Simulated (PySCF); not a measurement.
**²⁹Si chemical shifts**

Theoretical values (PySCF): GFN2-xTB structure, GIAO PBE0/pcSseg-1 shieldings. Single conformer, gas phase, fast rotation and ring inversion assumed for equivalent nuclei, non-relativistic Hamiltonian.

Shieldings were converted by a linear fit to measured shifts: ²⁹Si (scatter 8.9 ppm rms, 25.8 ppm with the 6 outliers that the fit left out vs TMS, solution or neat liquid). A few per cent of atoms miss by over 2 rms, more outside the fitted compound classes.

**Question.** Give the ²⁹Si shifts of `C=C(C)[Si@@H](F)[SiH2][SiH3]`, `CO[SiH2]OCCC#N`, `CO[SiH2]OCCC#N`, `C=C[C@H](C)N([SiH3])C=C`.

**Answer.** 
| compound | environment | δ (ppm) |
| --- | --- | --- |
| [CH2:1]=[C:2]([CH3:3])[Si@@H:4]([F:5])[SiH2:6][SiH3:7] | Si4: silicon bonded to C, F, Si, H | 8.6 |
| [CH2:1]=[C:2]([CH3:3])[Si@@H:4]([F:5])[SiH2:6][SiH3:7] | Si7: silicon bonded to Si, 3 H | -103.5 |
| [CH2:1]=[C:2]([CH3:3])[Si@@H:4]([F:5])[SiH2:6][SiH3:7] | Si6: silicon bonded to 2 Si, 2 H | -117.0 |
| CO[SiH2]OCCC#N | silicon bonded to 2 O, 2 H | -35.4 |
| CO[SiH2]OCCC#N | silicon bonded to 2 O, 2 H | -35.5 |
| C=C[C@H](C)N([SiH3])C=C | silicon bonded to N, 3 H | -50.7 |

**Question.** Order these by ²⁹Si shift, lowest first.
A. C#C[C@]1(F)CC=C1[SiH2]SC
B. [SiH3]N[C@@H]1C[C@@H]2C[C@@H]2C1
C. C=C([SiH3])/C=N\CCC

**Answer.** C (-65.3 ppm, silicon bonded to C, 3 H), B (-55.5 ppm, silicon bonded to N, 3 H), A (-43.3 ppm, silicon bonded to C, S, 2 H).
